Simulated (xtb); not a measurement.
C₃H₇O (SMILES C[CH]OC), doublet, geometry from GFN2-xTB. Base run: GFN2-xTB run with xtb 6.7.1.

Input for xtb:
```
$ xtb mol.xyz --gfn 2 --uhf 1 --json

# file mol.xyz
11

O      0.07101639    -0.66456001     0.19109071
C     -0.06692834     0.67303357    -0.09082657
C      1.35818535    -1.19034893     0.02589577
C     -1.44549983     1.21108447    -0.04695723
H      0.68863969     1.12953665    -0.71319426
H      1.29299347    -2.25508650     0.24458366
H      1.71840718    -1.04941663    -1.00022698
H      2.07110162    -0.72074430     0.71400912
H     -1.97038421     1.09659057    -1.00448575
H     -2.01653063     0.67958044     0.71033681
H     -1.42690127     2.27340509     0.19157975
```

The base run was repeated with changes; each row names its change, and settings that it needs were set with it.

```
change           ΔE vs base (mEh)  dipole (D)  SCF cycles
---------------  ----------------  ----------  ----------
base                        0.000        1.12          10
acc = 1000                  0.011        1.13           4
alpb = methanol            -6.126        1.17          10
etemp = 10000              -8.018        1.11          10
etemp = 3000               -0.004        1.12          10
```

ALPB and GBSA are two models with their own fitted parameters for each solvent, which aren't always the measured dielectric constant.
